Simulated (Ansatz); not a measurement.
C$_{2}$H$_{4}$AlFS. The species carries charge 0 and has multiplicity 1. The bonds changed during the relaxation, so this is another structure than the one it started from. The geometry is a stationary point of PBE0-D4/def2-TZVP. It is one conformer, not always the lowest.

```xyz
9

F    -0.151   -0.605   -1.267
C    -0.311   -0.553    0.218
Al   -0.726    1.172   -0.694
C     0.923   -0.749    0.911
S     2.428   -0.788    0.317
H    -1.131   -1.226    0.460
H    -2.227    1.365   -1.138
H     0.449    2.212   -0.798
H     0.746   -0.828    1.990
```

Question: What is the dipole moment at PBE/def2-TZVPP? (Estimate.)

Answer: Ansatz gave: 2.89 D, with components (-2.71, -0.02, 1.00) D in this frame, pointing from negative to positive charge.

Question: And with r2SCAN, B3LYP, ωB97M-V? (An estimate is asked.)

Answer: Ansatz gave: r2SCAN 3.07 D, B3LYP 2.97 D, ωB97M-V 2.93 D.

Question: Give the Mulliken charges with PBE, ωB97M-V, r2SCAN in def2-TZVPP. (Best estimate.)

Answer: Computed: 
```
atom    PBE  ωB97M-V  r2SCAN
  F1  -0.10    -0.14   -0.14
  C2  -0.02    -0.10   -0.02
 Al3   0.38     0.42    0.52
  C4  -0.05    -0.08   -0.03
  S5  -0.21    -0.16   -0.21
  H6   0.13     0.15    0.10
  H7  -0.12    -0.11   -0.16
  H8  -0.11    -0.10   -0.14
  H9   0.10     0.12    0.08
```

B3LYP here is the variant with VWN-RPA as its local correlation; programs differ in this.
